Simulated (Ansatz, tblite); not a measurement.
Removing and adding an electron: the cluster Nb₄ (the lowest singlet isomer of a short search). The state is a singlet with charge 0. Geometry: B3LYP-D4/def2-SVP. Ansatz, gas phase; energy differences of separate SCF runs; the oxidised species was run as a doublet alone; the reduced species was run as a doublet alone.

```xyz
4

Nb    0.313    1.425   -0.469
Nb    0.261   -0.111    1.507
Nb   -1.471   -0.321   -0.289
Nb    0.896   -0.993   -0.748
```

In the def2 sets Nb takes a core potential; there is no spin–orbit coupling. The xTB rows come from tblite. HOMO above LUMO, or a gap near zero within one spin, warns that the state may not be the lowest or that an electron is smeared out. The structure comes from a short search, and lower isomers may exist.

(1) Estimate orbital energies and vertical ionisation energies and electron affinities at: GFN1-xTB; GFN2-xTB; PBE-D4/def2-TZVP; PBE-D4/def2-TZVPD; r2SCAN-D4/def2-TZVP; PBE0-D4/def2-TZVP.

Answers

(1) 
```tsv
level	−HOMO (eV)	vertical IE (eV)	−LUMO (eV)	vertical EA (eV)	HOMO–LUMO gap (eV)	IE − EA (eV)	remarks
GFN1-xTB	9.55	11.54	8.42	6.53	1.13	5.01	–
GFN2-xTB	8.99	12.68	8.41	4.82	0.58	7.86	–
PBE-D4/def2-TZVP	3.55	5.70	2.39	–	1.16	–	–
PBE-D4/def2-TZVPD	3.55	–	2.39	0.76	1.16	–	HOMO above zero (-1 doublet), gap within one spin near zero (-1 doublet), spin-contaminated (⟨S²⟩ 0.84) (-1 doublet)
r2SCAN-D4/def2-TZVP	3.45	5.41	2.21	–	1.24	–	spin-contaminated (⟨S²⟩ 0.86) (+1 doublet)
PBE0-D4/def2-TZVP	3.99	5.30	1.72	–	2.27	–	spin-contaminated (⟨S²⟩ 0.93) (+1 doublet)
```

Run but left out: r2SCAN-D4/def2-TZVPD, PBE0-D4/def2-TZVPD (charge -1 doublet: ⟨S²⟩ 1.59, where a pure state has 0.75).   A HOMO above zero means that the electron is unbound at that level or that self-interaction error raises the level; the energy of removing that electron tells which. Raw xTB energy differences between charge states are shifted by several eV; the methods need an empirical correction for them.
